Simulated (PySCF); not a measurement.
Gas-phase XPS of `C=C(O[C@H](C)F)C(C)=O`, computed

Compound: C₆H₉FO₂.
Numbering: `[CH2:1]=[C:2]([O:3][C@H:4]([CH3:5])[F:6])[C:7]([CH3:8])=[O:9]`

Geometry (PBE0-D3(BJ)/def2-SVP, Å), atoms numbered from 1 in this order:
```
atom  x, y, z in Å
C1    -0.265   -2.096   -0.927
C2    -0.597   -0.843   -0.597
O3     0.241    0.228   -0.518
C4     1.606    0.003   -0.496
C5     2.301    1.282   -0.133
F6     2.028   -0.408   -1.736
C7    -2.019   -0.483   -0.263
C8    -2.296    0.957    0.066
O9    -2.882   -1.330   -0.270
H10    0.740   -2.383   -1.234
H11   -1.063   -2.839   -0.913
H12    1.830   -0.826    0.204
H13    3.389    1.131   -0.136
H14    2.042    2.057   -0.867
H15    1.987    1.615    0.866
H16   -3.365    1.078    0.278
H17   -1.994    1.604   -0.771
H18   -1.695    1.274    0.932
```

Computed, not measured: delta-SCF UKS SCAN, pcX-2 on the ionised atom, pcseg-1 elsewhere, spin-free X2C (PySCF). Binding energies are ΔSCF values: E(core-ionised, relaxed orbitals) − E(ground state) at a fixed geometry, referred to the vacuum level.

What binding energy does each computed site have?

| atom(s) | environment | level | binding energy (eV) | above the level's lowest (eV) | count |
| --- | --- | --- | --- | --- | --- |
| C1 | terminal =CH2 carbon | C 1s | 290.25 | 0.00 | 1 |
| C2 | vinylic carbon bearing oxygen | C 1s | 292.36 | +2.11 | 1 |
| O3 | ether oxygen | O 1s | 539.59 | +2.22 | 1 |
| C4 | sp3 C–F carbon | C 1s | 294.93 | +4.68 | 1 |
| C5 | methyl carbon | C 1s | 291.42 | +1.17 | 1 |
| F6 | alkyl fluorine | F 1s | 692.72 | 0.00 | 1 |
| C7 | ketone carbonyl carbon | C 1s | 293.32 | +3.07 | 1 |
| C8 | methyl carbon next to a carbonyl | C 1s | 290.97 | +0.72 | 1 |
| O9 | ketone oxygen | O 1s | 537.37 | 0.00 | 1 |

The listed C 1s values span 4.68 eV, from C1 (bonded to C (double bond) and 2 H) to C4 (bonded to F, O, C and H). Summing the Pauling electronegativity differences to the bonded atoms, each weighted by its formal bond order, gives -0.70 for the lowest site and +1.97 for the highest; no listed site has a larger sum than the highest. The smallest sum, -1.05, belongs to C8, 0.72 eV above the lowest.

Lowest listed O 1s: O9, bonded to C (double bond). Highest, 2.22 eV above it: O3, bonded to 2 C. Summing the Pauling electronegativity differences to the bonded atoms, each weighted by its formal bond order, gives -1.78 for the lowest site and -1.78 for the highest; the sum is the same at every site.

Which photon energy gives electrons from C 1s of C7 a kinetic energy of 200 eV, and what is their de Broglie wavelength?

hν = 293.32 + 200 = 493.32 eV, recoil neglected; λ = 12.264 Å/√(E/eV) = 0.87 Å.

Which photon wavelength matches the C 1s of C7 threshold?

λ = hc/E = 12398.42 eV Å / 293.32 eV = 42.269 Å.

Spin contamination (⟨S²⟩ against 0.75 for a pure doublet) is marked for C 1s of C7 (0.87), which makes this value less certain. Geometry: PBE0-D3(BJ)/def2-SVP, one conformer, isolated molecule.

On Intel Xeon at 2.50 GHz, one thread, shared host with 64 logical CPUs at a one-minute load of 44, this took 8.9 min wall, 7.7 min CPU and 0.63 GiB of memory at its peak.
